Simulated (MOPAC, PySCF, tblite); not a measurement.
System: H6BN, singlet: internal rotation, threefold axis kept, other coordinates relaxed. Scanned: torsion (0 = eclipsed). Other coordinates (B-N length, H-B-N angle, H-N-B angle, B-H length, N-H length) were minimised at B3LYP/def2-TZVP.

CCSD on RHF/cc-pVTZ, 2 core orbitals frozen (PySCF); PM6, restricted, heats of formation (MOPAC); GFN2-xTB, 300 K electronic temperature (tblite).

Energies in kcal/mol, each method relative to its own lowest point.

| at / ° | CCSD | PM6 | GFN2-xTB |
|---|---|---|---|
| 0 | … | 1.70 | 1.64 |
| 10 | … | 1.63 | 1.54 |
| 20 | 1.58 | 1.25 | 1.25 |
| 30 | 1.06 | 0.81 | 0.84 |
| 40 | … | 0.38 | 0.42 |
| 50 | … | 0.07 | … |
| 60 | 0.00 | 0.00 | 0.00 |

Problem. Some entries are withheld; supply them.

Solution. 
- 0, CCSD: 2.08
- 10, CCSD: 1.95
- 40, CCSD: 0.54
- 50, CCSD: 0.14
- 50, GFN2-xTB: 0.11
